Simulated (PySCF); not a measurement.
**First hyperpolarisability: `F/C=C/O[SiH3]`, C$_{2}$H$_{5}$FOSi**

Molfile (atoms numbered from 1):
```
C2H5FOSi
     RDKit          3D

 10  9  0  0  0  0  0  0  0  0999 V2000
    3.1290   -0.8234   -0.0925 F   0  0  0  0  0  0  0  0  0  0  0  0
    1.8159   -0.6336    0.0420 C   0  0  0  0  0  0  0  0  0  0  0  0
    1.2163    0.4024   -0.5489 C   0  0  0  0  0  0  0  0  0  0  0  0
   -0.0986    0.6929   -0.4856 O   0  0  0  0  0  0  0  0  0  0  0  0
   -1.3112   -0.1686    0.2966 Si  0  0  0  0  0  4  0  0  0  0  0  0
    1.3221   -1.3898    0.6608 H   0  0  0  0  0  0  0  0  0  0  0  0
    1.8018    1.1066   -1.1479 H   0  0  0  0  0  0  0  0  0  0  0  0
   -1.3753   -1.5604   -0.2419 H   0  0  0  0  0  0  0  0  0  0  0  0
   -1.0348   -0.2287    1.7633 H   0  0  0  0  0  0  0  0  0  0  0  0
   -2.5663    0.5737    0.0198 H   0  0  0  0  0  0  0  0  0  0  0  0
  1  2  1  0
  2  3  2  0
  3  4  1  0
  4  5  1  0
  2  6  1  0
  3  7  1  0
  5  8  1  0
  5  9  1  0
  5 10  1  0
M  END
```

Computed with quadratic response CAM-B3LYP/def2-SVPD first hyperpolarisability, Taylor convention, gas phase in PySCF. Geometry: PBE0-D3(BJ)/def2-SVP.

Problem. What is the first hyperpolarisability, and how does it disperse?

Solution. In 10⁻³⁰ esu, Taylor convention; the vector part is βᵢ = ⅓ Σⱼ (βᵢⱼⱼ + βⱼᵢⱼ + βⱼⱼᵢ); β∥ is 3/5 of the vector part along the dipole, the dipole points from − to +:
```tsv
process	λ (nm)	β vector norm	β∥	β HRS	depolarisation ratio
static β(0;0,0)	∞	1.30	-0.78	0.48	8.28
second harmonic β(−2ω;ω,ω)	1907	1.33	-0.80	0.49	8.20
Pockels β(−ω;ω,0)	1907	1.31	-0.79	–	–
second harmonic β(−2ω;ω,ω)	1064	1.42	-0.85	0.53	8.01
Pockels β(−ω;ω,0)	1064	1.34	-0.80	–	–
```

Problem. Which lowest excitations, dipole and polarisabilities go with it?

Solution. S1 6.02 eV (f = 0.000); S2 6.64 eV (f = 0.024); S3 6.86 eV (f = 0.233); dipole 1.72 D; isotropic α 55.9 au static, 56.1 au at 1907 nm, 56.4 au at 1064 nm, 56.5 au at 953.5 nm, 58.0 au at 532 nm.
